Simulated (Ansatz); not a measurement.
Cost and result for the atomization energy of C2H5ClOSi (`C[Si]1(Cl)CO1`) (10 atoms, 10 bonds).

```csv
atom,x (Å),y (Å),z (Å)
C1,-0.422,-1.372,0.686
Si2,0.045,-0.050,-0.509
Cl3,0.551,-0.870,-2.308
C4,0.553,1.629,-0.126
O5,-0.846,1.331,-0.565
H6,0.394,-2.087,0.812
H7,-0.663,-0.927,1.653
H8,-1.295,-1.916,0.319
H9,1.090,2.239,-0.849
H10,0.593,2.024,0.887
```

Total charge 0; spin multiplicity 1. Geometry: relaxed with PBE0-D4/def2-TZVP. Program: Ansatz. All runs use 4 threads of an Arm Neoverse V1 on a shared host. Times are those of one run each, without the atoms' runs, and a repeat can differ threefold. Electronic energies, without spin–orbit coupling; frozen cores. CCSD(T)/CBS adds CCSD(T) − MP2 in def2-TZVPP to the MP2 limit, and its time is that of the two runs behind it. T1 = 0.012. B3LYP takes the VWN-RPA correlation (the form of Gaussian; ORCA's B3LYP/G).

CCSD(T)/CBS is a level of theory with its own doubt, some kJ/mol a heavy atom from the limit and from the frozen cores, so smaller differences don't rank the functionals.

| level | functions | atomization (kcal/mol) | difference from CCSD(T)/CBS | per bond |
| --- | --- | --- | --- | --- |
| CCSD(T)/CBS(def2) | – | 912.6 | 0.0 | 0.0 |
| B3LYP-D4/def2-TZVPP (with forces) | 247 | 907.6 | -5.0 | -0.5 |
| ωB97X-V/def2-TZVPP | 247 | 915.5 | 2.9 | 0.3 |
| PBE-D4/def2-TZVPP (with forces) | 247 | 931.5 | 18.9 | 1.9 |
| ωB97M-V/def2-TZVPP (with forces) | 247 | 916.3 | 3.7 | 0.4 |
| r2SCAN-D4/def2-TZVPP (with forces) | 247 | 917.9 | 5.3 | 0.5 |
| B2PLYP/def2-TZVPP | 247 | 900.3 | -12.3 | -1.2 |
| PBE0-D4/def2-TZVPP | 247 | 914.6 | 2.0 | 0.2 |
| CCSD(T)/def2-TZVPP | 247 | 887.0 | -25.6 | -2.6 |
| MP2/def2-QZVPP | 461 | 923.1 | 10.5 | 1.1 |

(1) Order the runs by time, with rough figures. (Estimate.)

Answers

(1) Ansatz gave: PBE-D4/def2-TZVPP (with forces) 2.5 s; PBE0-D4/def2-TZVPP 3 s; r2SCAN-D4/def2-TZVPP (with forces) 4.6 s; B3LYP-D4/def2-TZVPP (with forces) 4.6 s; B2PLYP/def2-TZVPP 5.5 s; ωB97X-V/def2-TZVPP 7.5 s; ωB97M-V/def2-TZVPP (with forces) 11 s; MP2/def2-QZVPP 20 s; CCSD(T)/def2-TZVPP 2.1 min; CCSD(T)/CBS(def2) 2.5 min.

The D4 term adds +8.8 kcal/mol with B3LYP and +4.6 kcal/mol with PBE0; it sums over pairs of atoms, weighted by their polarisabilities, and B3LYP, whose exchange is more repulsive, gets the larger term. In def2-TZVPP, CCSD(T) changes the Hartree–Fock value by +226.4 kcal/mol (the triples alone add +15.2 kcal/mol) and MP2 by +247.3 kcal/mol; breaking electron pairs costs correlation energy, which Hartree–Fock lacks. From PBE to PBE0 (25 % exact exchange), in def2-TZVPP and without D4, the atomization energy moves by −16.0 kcal/mol: exact exchange takes away binding that semilocal exchange gives to molecules.
